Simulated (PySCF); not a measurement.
Species: sum formula GeBr$_{3}$F, charge 0, multiplicity 1. SMILES: [F][Ge]([Br])([Br])[Br]
Geometry: optimised at B3LYP-D3(BJ)/def2-TZVP (Ansatz).

Dispersion corrections to the total energy (kcal/mol) from the dftd3 and dftd4 libraries through PySCF: D3(BJ) without and D4 with the three-body term, each with the damping fitted for the functional named.

| functional | D3(BJ) | D4 |
|---|---|---|
| PW6B95 | -3.86 | (withheld) |
| BP86 | -9.75 | -8.11 |
| LC-wPBE | -5.48 | -6.33 |
| BLYP | -10.98 | -11.42 |
| HSE06 | -4.24 | (withheld) |
| TPSSh | -5.97 | (withheld) |
| PBE0 | -4.44 | -4.77 |

Complete the blanks.


- PW6B95, D4: -3.76
- HSE06, D4: -4.58
- TPSSh, D4: -6.63
